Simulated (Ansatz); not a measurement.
Input file for `F[Si](F)(F)B([Si](F)(F)F)[Si](F)(F)F`:

```yaml
crystal:
  periodic: [false, false, false]
  atoms:
    - {symbol: F, position_ang: [-0.020968, 1.828440, -2.385567]}
    - {symbol: Si, position_ang: [-0.638554, 0.490983, -1.827713]}
    - {symbol: F, position_ang: [-0.263417, -0.659280, -2.838030]}
    - {symbol: F, position_ang: [-2.204245, 0.670780, -1.795897]}
    - {symbol: B, position_ang: [0.001697, -0.002792, 0.000315]}
    - {symbol: Si, position_ang: [1.305326, 1.173762, 0.955206]}
    - {symbol: F, position_ang: [0.675807, 2.607784, 1.133791]}
    - {symbol: F, position_ang: [2.625792, 1.283431, 0.101402]}
    - {symbol: F, position_ang: [1.710349, 0.654791, 2.386302]}
    - {symbol: Si, position_ang: [-0.661933, -1.672894, 0.875430]}
    - {symbol: F, position_ang: [-1.387371, -1.298227, 2.223758]}
    - {symbol: F, position_ang: [-1.683935, -2.494115, 0.002240]}
    - {symbol: F, position_ang: [0.561852, -2.617463, 1.183362]}
basis:
  gaussian: {orbitals: def2-SVP}
correlation: {method: ccsd_t}
```

```sh
$ ansatz run in.yaml --threads 4 --pin off --events-out ev --progress --plain --max-ram 46080MiB --backend cuda --devices 0, --max-vram 37GiB
```

Log, shortened:

```
Functional definition: HF
1776 factors; integrals over basis functions are off by at most 5.4e-4 eV
mean field evaluation 1: about -48589.9451 eV, gradient 6.7e1 eV
mean field evaluation 2: about -48590.1097 eV, gradient 6.7e1 eV
mean field evaluation 4: about -48598.4914 eV, gradient 3.6e0 eV
mean field evaluation 8: about -48598.5641 eV, gradient 1.5e-1 eV
mean field -48598.56422138 eV, -1785.9642938459 hartree, gradient 4.5e-6 eV, S^2 0.000000; 0 other end points of the search recorded, 0 dependent functions left out
25 core orbitals not correlated: weight in the atoms' cores, before any rotation towards them, 1.000 or more for the frozen orbitals, at most 0.000 for the correlated occupied ones
reference -48598.56422138 eV, -1785.9642938459 hartree; 39, 39 occupied and 130, 130 virtual orbitals, 1776 factors
second order -53.86890040 eV of doubles, -0.00000000 eV of singles
cycle   1  -53.47559569 eV  change    3.9e-1 eV  update   1.6e-1
cycle   2  -54.50733580 eV  change    -1.0e0 eV  update   4.6e-2
cycle   3  -54.78340183 eV  change   -2.8e-1 eV  update   2.4e-2
cycle   4  -54.77170608 eV  change    1.2e-2 eV  update   5.1e-3
cycle   5  -54.76121998 eV  change    1.0e-2 eV  update   2.8e-3
cycle   6  -54.76166776 eV  change   -4.5e-4 eV  update   9.7e-4
cycle   7  -54.76215275 eV  change   -4.8e-4 eV  update   4.2e-4
cycle   8  -54.76188213 eV  change    2.7e-4 eV  update   1.6e-4
cycle   9  -54.76184244 eV  change    4.0e-5 eV  update   4.5e-5
perturbative correction -0.90957523 eV, -0.0334262731 hartree
Total energy: -48654.23563905 eV, -1788.0101807097 hartree
```

It took 7 s on 4 threads of an AMD EPYC 7R13 on a shared host and a share of an NVIDIA H100 80 GB, with 1.1 GiB of host memory at the peak.

Correlation energy per correlated electron: -0.714 eV. T1 diagnostic: 0.0128.
